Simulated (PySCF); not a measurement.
# Where the electron goes

Compound: salicylaldehyde, C₇H₆O₂.
Numbering: `[O:1]=[CH:2][c:3]1[cH:4][cH:5][cH:6][cH:7][c:8]1[OH:9]` (hydrogens: H10 on C2; H11 on C4; H12 on C5; H13 on C6; H14 on C7; H15 on O9)

Level of theory: TDDFT wB97X-D/def2-SVPD, vertical, gas phase, core orbitals frozen in the response (PySCF). The structure is a single GFN2-xTB conformer in the gas phase; no vibrational or solvent corrections. Torsions of this conformer, `[O:1]=[CH:2][c:3]1[cH:4][cH:5][cH:6][cH:7][c:8]1[OH:9]`: O1–C2–C3–C4 180°, H–O9–C8–C7 180°.

Kohn–Sham orbitals with the atoms that hold most of them (Löwdin shares over 4%, at most four atoms; ? is withheld):

```tsv
orbital	ε (eV)	atoms
LUMO+2	2.31	C4 17%, C2 16%, H11 13%, C5 13%
LUMO+1	1.32	C4 19%, C8 17%, C7 16%, C5 15%
LUMO	?	?
HOMO	-8.73	?
HOMO-1	-9.77	C6 20%, C3 19%, C7 19%, C4 15%
HOMO-2	-9.95	O1 55%, C2 14%, C3 8%, H10 8%
HOMO-3	-12.17	O9 17%, C3 11%, C4 11%, C8 10%
```

Q: Which atoms hold the HOMO, and with what shares?

A: C5 (bonded to 2 C and H) 20%; O9 (bonded to C and H) 19%; C8 (bonded to 2 C and O) 14%; C7 (bonded to 2 C and H) 12%. By element: carbon 46% or more, oxygen 19% or more.

Q: Which atoms hold the LUMO, and with what shares?

A: C2 (bonded to C, O and H) 22%; O1 (bonded to C) 20%; C6 (bonded to 2 C and H) 14%; C4 (bonded to 2 C and H) 10%. By element: carbon 45% or more, oxygen 20% or more.

Q: What is the LUMO energy, and the HOMO–LUMO gap?

A: ε(LUMO) = -0.40 eV; the gap is 8.33 eV (0.3060 hartree).

Q: The HOMO–LUMO gap is 8.33 eV. Where does the response calculation put the lowest singlet, and from which orbitals?

A: S1 is at 4.18 eV (f = 0.0004), 4.15 eV below the gap, made of HOMO-2→LUMO (90%). Its leading pair isn't HOMO and LUMO; the energies of that pair differ by 9.55 eV. 

Q: Give energy, strength and leading configuration of S1, S2, S3 and S7, and follow the Löwdin shares of the leading atoms from the occupied to the empty orbital.

A: 
- S1 (4.18 eV, f 0.0004), HOMO-2→LUMO (90%): O1 55% → 20%, C2 14% → 22%
- S2 (4.27 eV, f 0.089), HOMO→LUMO (95%): C5 20% → at most 10%, O9 19% → at most 10%, C2 at most 12% → 22%, O1 at most 12% → 20%
- S3 (5.37 eV, f 0.138), HOMO-1→LUMO (74%): C6 20% → 14%, C3 19% → at most 10%, C2 at most 16% → 22%, O1 at most 16% → 20%
- S7 (7.07 eV, f 0.0010), HOMO-2→LUMO+1 (88%): O1 55% → at most 16%, C2 14% → at most 16%, C4 at most 9% → 19%, C8 at most 9% → 17%

Löwdin shares depend on the basis, the more so with diffuse functions.

Time: 48 s wall. Hardware: x86-64 server, one thread, no GPU, on a shared host.
